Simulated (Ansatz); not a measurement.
# Worked example: the enthalpy of IBr + CH2BrCl → ICl + CH2Br2

Species: IBr (iodine monobromide), singlet; CH2BrCl (bromochloromethane) `ClCBr`, singlet; ICl (iodine monochloride), singlet; CH2Br2 (dibromomethane) `BrCBr`, singlet. The partners trade Br for Cl: I–Br and C–Cl bonds give way to I–Cl and C–Br.

Shapes, held fixed at every level: PBE0-D4/def2-TZVP. Programs: Ansatz 0.2.0. The zero-point and thermal terms to 298 K, harmonic and unscaled (PBE0-D4/def2-TZVP), stand in the table.

At CCSD/def2-TZVPP; 1 Eh = 2625.50 kJ/mol:

| species | energy (Eh) | H(298 K) − E (kJ/mol) | tabulated ΔfH (kJ/mol) |
| --- | --- | --- | --- |
| IBr | -2869.826262 | 11.5 | +40.8 |
| CH2BrCl | -3071.636656 | 88.1 | -44.7 |
| ICl | -756.836976 | 11.9 | +17.4 |
| CH2Br2 | -5184.616460 | 86.8 | +3.1 |

Question: Work out the reaction enthalpy at 298 K from the calculation and from the table of heats.

Answer: 
1. Electronic: (-756.836976) + (-5184.616460) − [(-2869.826262) + (-3071.636656)] = 0.009482 Eh = +24.9 kJ/mol.
2. Zero-point and thermal: (11.9) + (86.8) − [(11.5) + (88.1)] = -0.9 kJ/mol.
3. Computed ΔH = +24.0 kJ/mol.
4. From the heats of formation (Active Thermochemical Tables): (17.4) + (3.1) − [(40.8) + (-44.7)] = +24.4 kJ/mol.
5. Computed less tabulated: -0.4 kJ/mol. Tabulated heats carry uncertainties of their own.

For atoms past krypton def2 sets carry core potentials with scalar relativity. Relativity is left out for Br. Outer-core shells of Br, I are correlated, in sets that cover them unevenly.
